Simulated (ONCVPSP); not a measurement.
**Reading a pseudo-wave (chromium (Cr))**

Columns: radius, all-electron u(r) and pseudo u(r) of the 3p shell (level -45.44 eV) of chromium in the configuration [Ne] 3s2 3p6 3d5 4s1; PBE, scalar-relativistic, ONCV scheme, ONCVPSP 4.0.1.

```json
{"r (bohr)": "0.080", "all-electron": "-0.3800", "pseudo": "0.0299"}
{"r (bohr)": "0.160", "all-electron": "-0.5642", "pseudo": "0.1161"}
{"r (bohr)": "0.240", "all-electron": "-0.3882", "pseudo": "0.2478"}
{"r (bohr)": "0.320", "all-electron": "-0.0438", "pseudo": "0.4097"}
{"r (bohr)": "0.400", "all-electron": "0.3190", "pseudo": "0.5827"}
{"r (bohr)": "0.480", "all-electron": "0.6260", "pseudo": "0.7481"}
{"r (bohr)": "0.560", "all-electron": "0.8525", "pseudo": "0.8893"}
{"r (bohr)": "0.640", "all-electron": "0.9982", "pseudo": "0.9946"}
{"r (bohr)": "0.720", "all-electron": "1.0740", "pseudo": "1.0585"}
{"r (bohr)": "0.800", "all-electron": "1.0953", "pseudo": "1.0814"}
{"r (bohr)": "0.880", "all-electron": "1.0769", "pseudo": "1.0684"}
{"r (bohr)": "0.960", "all-electron": "1.0315", "pseudo": "1.0277"}
{"r (bohr)": "1.040", "all-electron": "0.9691", "pseudo": "0.9679"}
{"r (bohr)": "1.120", "all-electron": "0.8973", "pseudo": "0.8971"}
{"r (bohr)": "1.200", "all-electron": "0.8216", "pseudo": "0.8215"}
{"r (bohr)": "1.280", "all-electron": "0.7456", "pseudo": "0.7455"}
{"r (bohr)": "1.360", "all-electron": "0.6720", "pseudo": "0.6719"}
{"r (bohr)": "1.440", "all-electron": "0.6022", "pseudo": "0.6021"}
{"r (bohr)": "1.520", "all-electron": "0.5371", "pseudo": "0.5371"}
{"r (bohr)": "1.600", "all-electron": "0.4773", "pseudo": "0.4773"}
{"r (bohr)": "1.680", "all-electron": "0.4228", "pseudo": "0.4228"}
{"r (bohr)": "1.760", "all-electron": "0.3735", "pseudo": "0.3735"}
{"r (bohr)": "1.840", "all-electron": "0.3293", "pseudo": "0.3292"}
{"r (bohr)": "1.920", "all-electron": "0.2897", "pseudo": "0.2897"}
{"r (bohr)": "2.000", "all-electron": "0.2545", "pseudo": "0.2545"}
{"r (bohr)": "2.080", "all-electron": "0.2233", "pseudo": "0.2232"}
```

Question: How many radial nodes do the two functions have?

Answer: The all-electron 3p function has n − l − 1 = 1; the pseudo-wave has 0, since the states of the same l below it are removed with the core.

Question: At about which radius was the pseudo-wave matched?

Answer: 1.30 bohr. The columns agree to 0.0005 from 1.12 bohr on; several derivatives are matched, so the curves merge somewhat inside the radius.

Question: Is the pseudo-wave norm-conserving?

Answer: Yes: the ONCV scheme keeps the norm inside the radius equal to the all-electron one, which fixes the energy derivative of the logarithmic derivative at the level.
